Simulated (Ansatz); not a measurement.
This Ansatz (a program for electronic structure) input (CCSD(T)/def2-QZVPP) gives -559.44138 Eh with 127 basis functions. A basis named .json is the Basis Set Exchange file of that set (core-valence sets with the plain set on hydrogen).

Ansatz 0.2 input:
```yaml
crystal:
  periodic: [false, false, false]
  atoms:
    - {symbol: F, position_ang: [0.09060062, -2.50106246, 3.19497457]}
    - {symbol: Cl, position_ang: [-0.07733844, -1.62062127, 1.78581602]}
basis:
  gaussian:
    orbitals: def2-QZVPP.json
magnetization: {spin_polarized: false}
correlation: {method: ccsd_t, electrons: outside_noble_gas}
```

Change:
```diff
- orbitals: def2-QZVPP.json
+ orbitals: 6-31G__.json
```

### Question
What does the run give now?

### Answer
-559.14998 Eh (CCSD(T)/6-31G**, 34 functions), a change of +291.40 mEh.
